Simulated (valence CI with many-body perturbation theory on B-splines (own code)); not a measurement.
Values are calculated unless marked as measured or tabulated.
Hyperfine factors and g values of Sr17+

Level of theory: valence CI with perturbative core correlation (CI+MBPT): three valence electrons over a frozen Dirac-Fock core [Ar], radial functions for each j: 9 s, 9 p, 10 d, 8 f, 5 g, 3 h, 1 i, with the one-electron correlation potential Σ1, the two-electron term Σ2, the three-electron term Σ3, Breit, model QED; selected CI, second order for the rest (own B-spline code, finite nucleus).

No measured spectrum was set against this ion. As an estimate, terms of the open shell hold to 2 to 4 % of their energy, and close levels can change places. Core correlation moves these levels by up to 5500 cm⁻¹, and in measured spectra 5 to 20 % of such shifts remained as error; rates that hang on mixing are uncertain with them. Only levels of the ground parity were solved; by the run's estimate the other parity begins above the list, which can be wrong where configurations are misplaced.

A/g_I is the dipole constant over the nuclear g factor μ/I (μ in nuclear magnetons, uniformly magnetised nucleus), B/Q the quadrupole constant per barn. Both hold the static response of the core; the bare values leave it out. Large factors of s and p1/2 electrons are usually good to 5 to 10 %; those of open d and f shells near neutrality can be off by tens of per cent, and small factors of p3/2, d and f electrons come from cancelling terms and can be off by a factor of two or in sign, in half-filled shells by more. B is blank for J = 1/2, where it vanishes, and for nearly pure S terms. Energies count from the lowest level.

Names give the largest LS component (configuration and term), which can be under half, so a name can repeat, a term be missing and a line seem to break the LS rules; names also repeat where a configuration has a term twice. Letters in brackets count levels of one name in rising energy.

| Level | E (eV) | g | A/g_I (MHz) | A/g_I bare | B/Q (MHz/b) | B/Q bare |
| --- | --- | --- | --- | --- | --- | --- |
| 3d3 4F_3/2 | 0.000 | 0.420 | 7520 | 7270 | -1800 | -1860 |
| 3d3 4F_5/2 | 1.065 | 1.030 | 4320 | 4350 | -1640 | -1690 |
| 3d3 4F_7/2 | 2.195 | 1.227 | 3490 | 3620 | -2020 | -2080 |
| 3d3 4F_9/2 | 3.270 | 1.309 | 3440 | 3600 | -2590 | -2660 |
| 3d3 4P_3/2 | 5.929 | 1.526 | 3440 | 3700 | -3260 | -3350 |
| 3d3 4P_1/2 | 6.263 | 2.365 | -4660 | -3970 |  |  |
| 3d3 2G_7/2 | 7.333 | 0.899 | 5130 | 5110 | 2570 | 2650 |
| 3d3 2G_9/2 | 7.749 | 1.043 | 4570 | 4610 | 5530 | 5690 |
| 3d3 4P_5/2 | 7.853 | 1.580 | 1050 | 1350 | 4230 | 4340 |
| 3d3 2D_3/2 [a] | 9.033 | 1.140 | 4360 | 4440 | -4380 | -4500 |
| 3d3 2P_1/2 | 9.635 | 0.968 | 109 | 148 |  |  |
| 3d3 2H_11/2 | 10.532 | 1.089 | 4260 | 4320 | 9530 | 9800 |
| 3d3 2H_9/2 | 10.837 | 0.996 | 3890 | 3910 | 5200 | 5350 |
| 3d3 2D_5/2 [a] | 11.039 | 1.208 | 3710 | 3830 | -2910 | -3000 |
| 3d3 2P_3/2 | 12.221 | 1.171 | 3490 | 3590 | 563 | 571 |
| 3d3 2F_7/2 | 15.087 | 1.138 | 4210 | 4290 | 2760 | 2840 |
| 3d3 2F_5/2 | 15.352 | 0.871 | 4160 | 4130 | 4700 | 4840 |
| 3d3 2D_5/2 [b] | 22.969 | 1.188 | 3210 | 3320 | 5770 | 5930 |
| 3d3 2D_3/2 [b] | 23.217 | 0.799 | 6970 | 6880 | 5690 | 5850 |

(1) Take the isotope of mass number 87, with I = 9/2, μ = -1.09316 μN and Q = 0.305 b. What is the hyperfine structure of 3d3 4P_3/2?

Results:

(1) From the table A = -836 MHz, B = -993 MHz. Shifts from the centre of gravity in MHz: F = 3: 6440, F = 4: 3760, F = 5: -213, F = 6: -5890.
